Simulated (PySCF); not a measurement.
Ti(F)3(Cl)(NH3) (ClF3H3NTi), SMILES [NH3]->[Ti]([F])([F])([F])[Cl], multiplicity 1.

Coordinates come from a B3LYP-D3(BJ)/def2-SVP optimisation. The spin state was assumed, not searched.

Two levels are set side by side: PBE/def2-TZVP (PySCF) and CAM-B3LYP/def2-TZVP (PySCF). Same geometry, gas phase. Differences are taken from unrounded values.

```csv
quantity,CAM-B3LYP,PBE,PBE minus CAM-B3LYP
orbital gap (eV),8.80,3.99,-4.81
highest occupied level (eV),-10.49,-7.64,2.85
lowest empty level (eV),-1.69,-3.66,-1.96
dipole moment (D),5.25,4.99,-0.26
mean polarisability (bohr³),55.1,59.0,3.9
```

PBE's occupied levels lie high since its potential decays too fast outside the molecule; exact exchange lowers them and widens the gap. Loosely held outer electrons make PBE densities more polarisable. Differences between two approximate levels are no errors against the true value.

Rough cost on one machine, each run with all the roots and properties that it gave: CAM-B3LYP against PBE within a factor of 2.
